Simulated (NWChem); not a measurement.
Molecule: SiN₂H₄, singlet; SMILES N[Si]N

```xyz
7

Si     0.0000     0.0000    -0.6670
N      1.3343     0.0000     0.4564
H      1.3026     0.0000     1.4815
H      2.2963     0.0000     0.1117
N     -1.3343     0.0000     0.4564
H     -2.2963     0.0000     0.1117
H     -1.3026     0.0000     1.4815
```
Atoms are numbered in this order, from 1.

All runs: NWChem. Pople sets run with spherical d functions. Low-valent species are run as closed-shell singlets; no triplet was tried in these runs. Coordinates come from a PBE-D3(BJ)/def2-SVP optimisation. Level: M05-2X/6-31G* with SMD (1 M gas to 1 M solution), gas-phase geometry. Reactions with the solvent are ignored.

For solvent diethyl ether:

* **cavity-dispersion-structure term (kcal/mol)**: 0.5
* **dipole in solution (D)**: 2.85

### Question
How do the values read with solvent water instead?

### Answer
The cavity-dispersion-structure term (kcal/mol) is 2.7 and the dipole in solution (D) is 3.05.
